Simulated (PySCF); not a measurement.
H4N2Te, SMILES N[Te]N. Atoms are numbered in the order given.

```xyz
7

Te     0.0000     0.0000    -0.3398
N     -1.6933     0.0000     0.8494
H     -1.7553     0.8362     1.4441
H     -1.7553    -0.8362     1.4441
N      1.6933     0.0000     0.8494
H      1.7553    -0.8362     1.4441
H      1.7553     0.8362     1.4441
```
Charge 0, spin multiplicity 1.

The structure is a stationary point at PBE-D3(BJ)/def2-SVP. The def2 effective core potentials stand for the cores of Te; spin–orbit coupling is left out. The values are those of a single conformer.

All values below come from r2SCAN/def2-TZVPD in PySCF.

The molecule is in vacuum.

Computed frontier levels, gap, dipole moment and polarisability:
- highest occupied level: -5.24 eV
- lowest empty level: -1.47 eV
- orbital gap: 3.78 eV
- dipole moment: 2.21 D
- quadrupole, principal values (traceless, Buckingham form, about the centre of nuclear charge): -6.39, -0.45, 6.83 D·Å
- mean static polarisability: 64.1 bohr³ (9.51 Å³)
- polarisability, principal values: 56.8, 59.5, 76.2 bohr³
